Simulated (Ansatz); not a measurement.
Input for Ansatz (a quantum-chemistry and plane-wave program): R-CCSD(T)/aug-cc-pVTZ on H2O (SMILES O).

Ansatz 0.2 input:
```yaml
crystal:
  periodic: [false, false, false]
  atoms:
    - {symbol: O, position_ang: [-0.00000000, 0.00000000, 0.38961139]}
    - {symbol: H, position_ang: [0.00000000, 0.76498632, -0.19485569]}
    - {symbol: H, position_ang: [0.00000000, -0.76498632, -0.19485569]}
basis:
  gaussian:
    orbitals: aug-cc-pVTZ
magnetization: {spin_polarized: false}
correlation: {method: ccsd_t, electrons: outside_noble_gas}
scf: {lower_state_search: off}
```

Task: Give the final energy of this run.

Result: -76.3423 hartree (reference determinant -76.0602, T1 diagnostic 0.010).
